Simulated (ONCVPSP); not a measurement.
**chromium, ONCV: configuration errors across variants**

chromium (Cr), optimised norm-conserving Vanderbilt (ONCV), made with ONCVPSP 4.0.1 (LDA (Perdew-Wang 92), fully relativistic). Core [Ne], reference 3s2 3p6 3d5 4s0.5 4p0.5. Waves: 3s+4s: rc 1.40 bohr, ncon 3, nbas 7, qcut 8.2 1/bohr, 2 projectors; 3p+4p: rc 1.90 bohr, ncon 4, nbas 8, qcut 7.7 1/bohr, 2 projectors; 3d: rc 1.40 bohr, ncon 4, nbas 8, qcut 11 1/bohr, 3 projectors, debl 3.4 Ha. Local part: polynomial inside 1.00 bohr (lpopt 5, dvloc0 0 Ha). Core correction: none.

Open shells are filled in proportion to 2j + 1.

All-electron excitation energies from the reference (eV): (1) 3s2 3p6 3d5 4s1 4p0 -1.575; (2) 3s2 3p6 3d5 4s0 4p0 5.559; (3) 3s2 3p6 3d4 4s0 4p0 21.902; (4) 3s2 3p6 3d4 4s1 4p1 2.042.

1 further variants failed, have other tests or too few solved ones, and are left out.

A true bound ghost makes a file unfit for plane-wave use even where its test errors are small: the radial tests pick states by their node count and pass the ghost by.

Errors AE − PS in meV (a dash: test not solved or not reliable):

| change | (1) | (2) | (3) | (4) | bound ghosts | GHOST(+) flags above zero |
| --- | --- | --- | --- | --- | --- | --- |
| base | -0.1 | +1.1 | +0.9 | +5.7 | none | none |
| p: rc 1.62 | -0.1 | +1.1 | +1.7 | +6.7 | none | none |
| d: ncon 5, nbas 9 | -0.1 | +1.0 | +0.3 | +4.4 | none | none |
| d: nbas 7 | -0.1 | +1.1 | +0.9 | +5.7 | none | none |
| p: qcut 10.9 | -0.1 | +1.2 | +1.9 | +7.1 | none | none |
| d: nproj 0; local potential the d channel | 0.0 | +1.0 | -11 | -2.9 | s | none |
| s: qcut 8.5; p: qcut 8; d: qcut 11.4 | -0.1 | +1.1 | +0.9 | +5.6 | none | none |

Task: Give the same row for: s: rc 1.94.

Result: -0.1, +1.1, +0.9, +6.2; bound ghosts: none; GHOST(+) flags above zero: none.
